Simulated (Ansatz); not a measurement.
Basis-set extrapolation for `S[SiH](Cl)CCl` (PBE0-D4/def2-TZVP geometry, frozen core, Ansatz 0.2.0). Multiplicity 1, RHF reference.

```tsv
	def2-TZVPP	def2-QZVPP
HF	-1645.817040	-1645.864543
MP2 correlation	-0.847878	-0.924446
CCSD(T) correlation	-0.955193	not run
```

Energies in hartree. Use E(X) = E(∞) + A·exp(−7.88·√X) for Hartree–Fock and E(X) = E(∞) + B·X^(−2.97) for correlation, with X = 3 and 4, and add CCSD(T) minus MP2 of the smaller set to the MP2 limit.

Problem. What is the CCSD(T) energy at the basis-set limit?

Solution. HF limit: -1645.864543 + (-0.047503) × 0.13774 = -1645.87109. MP2 limit: -0.924446 + (-0.076568) × 0.74074 = -0.98116. Higher-order term: -0.955193 − (-0.847878) = -0.10731. Total: -1646.95956 hartree, 491.8 kJ/mol below CCSD(T)/def2-TZVPP.
